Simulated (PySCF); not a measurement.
C₂H₄Cl (SMILES C[CH-]Cl), charge -1, singlet, geometry from GFN2-xTB. Base run: PySCF with HF/6-31G*.

PySCF was given this input:
```python
from pyscf import gto, scf, solvent

mol = gto.Mole()
mol.atom = '''
    C    -0.042363    0.943018    0.116436
    C     1.460687    0.703025   -0.003663
    Cl   -0.807666   -0.778354    0.014588
    H    -0.369318    1.357038   -0.879022
    H     1.947383    1.686893   -0.015681
    H     1.833947    0.158331    0.870838
    H     1.808367    0.153491   -0.900761
'''
mol.basis = '6-31g*'
mol.charge = -1
mol.spin = 0
mol.verbose = 4
mol.build()

mf = scf.RHF(mol)
mf.kernel()
```

Each row names what was changed in the base input (with any setting that the change needs).

```tsv
change	ΔE vs base (kcal/mol)	HOMO-LUMO gap (eV)
base	0.000	13.03
model = IEF-PCM; solvent = tetrahydrofuran; lebedev_order = 11	-54.96	13.41
model = IEF-PCM; solvent = tetrahydrofuran; r_probe = 0.5	-46.70	13.22
model = IEF-PCM; solvent = 2-propanol	-61.17	13.46
model = C-PCM; solvent = tetrahydrofuran	-55.89	13.43
model = IEF-PCM; solvent = tetrahydrofuran; vdw_scale = 1.4	-49.41	13.27
model = ddCOSMO; solvent = tetrahydrofuran	-53.97	13.40
model = IEF-PCM; solvent = acetonitrile	-62.8	13.47
model = COSMO; solvent = tetrahydrofuran	-52.30	13.41
model = IEF-PCM; solvent = water	[?]	[?]
model = IEF-PCM; solvent = tetrahydrofuran; vdw_scale = 1.1	[?]	[?]
model = IEF-PCM; solvent = tetrahydrofuran; vdw_scale = 1.0	[?]	[?]
```

Task: Complete the blanks.

Result: 
- model = IEF-PCM; solvent = water, ΔE vs base (kcal/mol): -63.9
- model = IEF-PCM; solvent = water, HOMO-LUMO gap (eV): 13.48
- model = IEF-PCM; solvent = tetrahydrofuran; vdw_scale = 1.1, ΔE vs base (kcal/mol): -58.43
- model = IEF-PCM; solvent = tetrahydrofuran; vdw_scale = 1.1, HOMO-LUMO gap (eV): 13.52
- model = IEF-PCM; solvent = tetrahydrofuran; vdw_scale = 1.0, ΔE vs base (kcal/mol): -60.43
- model = IEF-PCM; solvent = tetrahydrofuran; vdw_scale = 1.0, HOMO-LUMO gap (eV): 13.66

The base is the gas phase, so ΔE is the electrostatic part of solvation at a fixed geometry, without cavity and dispersion terms.

The gas-phase anion may not be bound at this level, which the solvent then changes.
